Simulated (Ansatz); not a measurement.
# Torsion profile

CH6BNS (SMILES CB(N)S), singlet, at its PBE0-D4/def2-TZVP minimum:

```
10
angstrom
C -1.1115 0.5886 -0.5930
B 0.2130 -0.0984 -0.0967
N 0.4603 -0.3156 1.2610
S 1.4130 -0.5998 -1.3819
H -0.8936 1.4929 -1.1688
H -1.7741 0.8682 0.2301
H -1.6699 -0.0741 -1.2609
H 1.2886 -0.7506 1.6270
H -0.1991 -0.0396 1.9680
H 2.3564 -1.1230 -0.5818
```

The dihedral angle C1–B2–S4–H10 (-179.9° at the minimum) is set to the values below, the two halves turning rigidly about the central bond. Each method's energies count from its own value at the PBE0-D4 minimum structure. Program: Ansatz 0.2.0. Basis: def2-TZVPP. Cores are frozen in the correlated methods. B3LYP uses VWN-RPA correlation.

| dihedral angle (°) | CCSD(T) (kJ/mol) | PBE0-D4 (kJ/mol) | r2SCAN-D4 (kJ/mol) | PBE-D4 (kJ/mol) |
| --- | --- | --- | --- | --- |
| -158.1 | 4.34 | 4.39 | 4.59 | 4.33 |
| -122.1 | ? | 24.12 | 25.18 | 23.96 |
| -86.1 | 33.25 | 33.79 | 35.25 | 33.79 |
| -50.1 | 19.06 | 19.30 | 20.11 | 19.22 |
| -14.1 | ? | 3.21 | 3.35 | 3.40 |
| 21.9 | ? | 5.49 | 5.73 | 5.61 |
| 57.9 | 23.22 | 23.56 | 24.54 | 23.48 |
| 93.9 | 33.47 | 33.96 | 35.44 | 33.95 |
| 129.9 | 19.50 | 19.66 | 20.53 | 19.49 |
| 165.9 | 1.87 | 1.89 | 1.98 | 1.87 |

(1) Fill in the withheld CCSD(T) values. (Judge from chemistry; the value comes from the calculation.)

(2) How high is the highest scanned point by CCSD(T), and where? (An estimate is asked for; the value comes from the calculation.)

No T1 diagnostic of these runs exceeds 0.012.

Answers

(1) Computed: 23.91 kJ/mol at -122.1°; 3.41 kJ/mol at -14.1°; 5.60 kJ/mol at 21.9°. These count from the CCSD(T) energy at the PBE0-D4 minimum.

(2) The calculation gives: 33.47 kJ/mol above the minimum, at 93.9°.

Largest difference from the CCSD(T) curve over the scan: B3LYP-D4 0.66; wB97M-V 0.39; HF 1.34; MP2 0.34 kJ/mol. Each curve counts from its own value at the minimum.

For scale, one of the runs: CCSD(T)/def2-TZVPP, 219 basis functions (an equivalent command: `ansatz run in.yaml --threads 4`). The run took 16 s on 4 CPU threads (shared host), with 3.6 GiB of host memory at its peak.
